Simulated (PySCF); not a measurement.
1,1-dichloroprop-1-ene (C₃H₄Cl₂), SMILES CC=C(Cl)Cl. Coordinates come from a PBE-D3(BJ)/def2-SVP optimisation.

### Question
Give the equilibrium geometry at PBE-D3(BJ)/def2-SVP (PySCF confirms it by a frequency run) as a Z-matrix, and its point group. (Estimate from the structure and the level; the computed values follow.)

### Answer
point group Cs.
```
C
C 1 1.3489
H 1 1.1022 2 115.51
C 1 1.4945 3 118.36 2 180.00
H 4 1.1059 1 111.71 3 180.00
H 4 1.1111 5 108.42 1 -122.40
H 4 1.1111 5 108.42 6 -115.20
Cl 2 1.7397 1 122.37 3 0.00
Cl 2 1.7416 1 123.59 3 180.00
```
